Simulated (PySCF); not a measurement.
**Ionisation energy of Ho by level of theory**

Ho [Xe] 4f11 6s2 (high-spin determinant) → Ho+ [Xe] 4f11 6s1 (high-spin determinant), as a difference of total energies. Calculation: PySCF 2.14, in x2c-TZVPPall; scalar relativity by spin-free X2C-1e. Correlated levels: valence: [Kr] 4d10 frozen; valence and next inner shell: [Ar] 3d10 frozen. The calculations carry no spin-orbit coupling.

| method | ionisation energy (eV) | error (eV) |
| --- | --- | --- |
| UHF | 4.923 | -1.098 |
| LDA | 6.186 | +0.165 |
| PBE | 5.968 | -0.053 |
| PBE0 | 5.848 | -0.173 |
| r2SCAN | 5.721 | -0.300 |
| MP2 (valence) | 5.896 | -0.125 |
| SCS-MP2 (valence) | 5.910 | -0.111 |
| MP2 (valence and next inner shell) | 5.915 | -0.106 |
| SCS-MP2 (valence and next inner shell) | 5.918 | -0.103 |

Reference: 6.021 eV (measured; NIST Atomic Spectra Database, ionization energies).

Errors of the correlated levels include the incompleteness of this basis and the frozen core.

The determinant of Ho and of Ho+ mixes LS terms, which raises its energy above the lowest term, most at the Hartree-Fock and MP2 levels.
